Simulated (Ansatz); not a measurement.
# Relative stability

The two ends of one reaction step of Si2H5Cl3O, closed shell (PBE0-D4/def2-TZVP).

A:

```
atom    x (Å)    y (Å)    z (Å)
 Si1  -0.8237  -0.6717  -1.1675
  H2   2.7064  -1.9123   0.6825
 Cl3   0.4421  -0.8339  -2.7377
 Cl4  -1.3145  -2.5234  -0.5156
 Cl5  -2.5083   0.2930  -1.7654
  H6   2.1344  -1.4433   0.5835
  O7  -0.1129   0.1419   0.0125
 Si8  -0.1329   1.4578   1.0100
  H9  -0.0750   2.6940   0.1941
 H10  -1.3736   1.4414   1.8210
 H11   1.0581   1.3566   1.8827
```

B:

```
11
angstrom
Si -0.0935 -1.4214 -1.6535
H 1.2450 -0.8323 -1.5736
Cl -0.2599 -2.4582 -3.3970
Cl -0.3987 -2.7289 -0.1176
Cl -1.5296 0.0155 -1.6238
H 0.6320 -0.5624 1.5509
O 0.7587 0.1832 0.9618
Si 0.0607 1.6219 1.3803
H 0.3160 2.5370 0.2454
H -1.4017 1.4752 1.6056
H 0.6711 2.1705 2.6216
```

Ansatz 0.2.0; basis: def2-TZVPP; cores frozen in the correlated methods. B3LYP uses VWN-RPA correlation.

(1) Which structure is lower at CCSD(T), and by how much? (An estimate is asked for; the value comes from the calculation.)

T1 diagnostic: at most 0.010.

Results:

(1) Computed: A, by 0.977 eV (electronic energy, against the other). By their contacts, A is a complex of Si₂H₃Cl₃O ([SiH3][O][Si]([Cl])([Cl])[Cl]) + H₂ and B is a complex of SiHCl₃ ([Cl][SiH]([Cl])[Cl]) + SiH₄O ([OH][SiH3]).

All methods give the same order:

| method | E(B) − E(A) (eV) |
| --- | --- |
| SPW92 | 0.815 |
| PBE-D4 | 0.861 |
| BLYP-D4 | 0.960 |
| r2SCAN-D4 | 0.986 |
| B97M-V | 0.982 |
| PBE0-D4 | 0.896 |
| B3LYP-D4 | 0.974 |
| r2SCAN0-D4 | 0.985 |
| BHLYP-D4 | 1.014 |
| CAM-B3LYP-D4 | 0.975 |
| wB97X-V | 0.940 |
| wB97M-V | 0.950 |
| B2PLYP | 0.972 |
| PBE-QIDH | 0.961 |
| RPA on PBE | 0.955 |
| HF | 1.010 |
| MP2 | 1.036 |
| CCSD | 0.968 |
| CCSD(T) | 0.977 |

Labels in which every atom is bracketed show which atoms are joined, not bond orders.

For scale, one of the runs: CCSD(T)/def2-TZVPP, 311 basis functions, launched by `ansatz run in.yaml --threads 4 --pin off --events-out ev --progress --plain --max-ram 66560MiB --backend cuda --devices 0, --max-vram 37GiB`. Time: 14 s of wall clock on 4 CPU threads of an AMD EPYC 7R13 and a share of one NVIDIA H100; the host was shared. Peak host memory: 0.84 GiB.
